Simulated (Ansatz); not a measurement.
Program: Ansatz. Geometries: PBE0-D4/def2-TZVP. ΔE: electronic, gas phase. CCSD(T)/CBS is the MP2 limit (def2-TZVPP, def2-QZVPP) plus CCSD(T) − MP2 in def2-TZVPP, frozen cores. This one scheme is used for every species. Functionals use def2-TZVPP. One conformer a species, not always the lowest.

`CBB([SiH3])Cl` + H₂O → `CBO` + `[SiH3]BCl`  (formal hydrolysis of a B–B bond)

`CBB([SiH3])Cl`:

Cartesian coordinates in Å:
```
C -1.740 0.599 1.009
B -0.217 0.273 1.094
B 0.862 0.443 -0.146
Si 1.302 -1.059 -1.438
Cl 1.689 1.969 -0.417
H -2.364 -0.106 1.565
H -1.843 1.558 1.542
H -2.148 0.745 0.008
H 0.207 -0.138 2.146
H 0.662 -2.349 -1.064
H 2.776 -1.261 -1.507
H 0.813 -0.673 -2.792
```

H₂O:

Cartesian coordinates in Å:
```
O 0.211 0.325 0.035
H -0.086 -0.094 -0.776
H -0.125 -0.232 0.741
```

`CBO`:

```xyz
8

C     0.460   -0.365    0.818
B    -0.147    0.041   -0.560
O    -1.004    1.089   -0.628
H     0.121    0.265    1.642
H     1.554   -0.329    0.774
H     0.213   -1.407    1.047
H     0.125   -0.554   -1.574
H    -1.322    1.259   -1.518
```

`[SiH3]BCl`:

Z-matrix (Å, degrees):
```
Si
B 1 2.016
H 1 1.486 2 113.0
H 1 1.490 2 108.8 3 121.4
H 1 1.490 2 109.0 3 -121.5
Cl 2 1.739 1 121.6 3 -0.7
H 2 1.194 1 122.6 3 179.4
```

```tsv
level	ΔE (kJ/mol)
PBE	-146.3
HF/def2-TZVPP	-169.2
SCS-MP2/def2-TZVPP	-159.7
CCSD/def2-TZVPP	-155.6
HF/def2-QZVPP	-168.9
MP2/def2-QZVPP	-152.8
SCS-MP2/def2-QZVPP	-156.3
CCSD/CBS(def2)	-149.7
```

Problem. What does CCSD(T)/CBS give? (Estimate.)

Solution. Ansatz gave: -148.4 kJ/mol. The listed levels differ from it by 2.1, -20.8, -11.3, -7.2, -20.5, -4.4, -7.9, -1.3 kJ/mol.

Largest T1 diagnostic among the species: 0.014.

In def2-TZVPP, CCSD(T) changes the Hartree–Fock value by +14.8 kJ/mol (the triples alone add +1.2 kJ/mol) and MP2 by +12.8 kJ/mol. The D4 term adds +8.3 kJ/mol with B3LYP and +5.0 kJ/mol with PBE0; it sums over pairs of atoms, weighted by their polarisabilities, and B3LYP, whose exchange is more repulsive, gets the larger term.

B3LYP here is the variant with VWN-RPA as its local correlation; programs differ in this.
